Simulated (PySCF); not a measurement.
# Sr+: excitation energy

Sr+ [Kr] 5s1 (2S) → Sr+ [Kr] 5p1 (2P), as a difference of total energies. Computed with PySCF 2.14 in aug-cc-pVTZ-X2C, with the spin-free X2C one-electron Hamiltonian (Gaussian nucleus). The calculations carry no spin-orbit coupling.

```
 method  excitation energy (eV)  error (eV)
    UHF                   2.744      -0.263
    LDA                   2.915      -0.092
    PBE                   2.719      -0.288
   PBE0                   2.733      -0.274
 r2SCAN                   2.628      -0.379
 revPBE                   2.629      -0.378
r2SCAN0                   2.727      -0.280
r2SCANh                   2.668      -0.339
   BP86                   2.732      -0.275
```

Reference: 3.007 eV (measured; NIST levels, between the centres of gravity of the two terms).
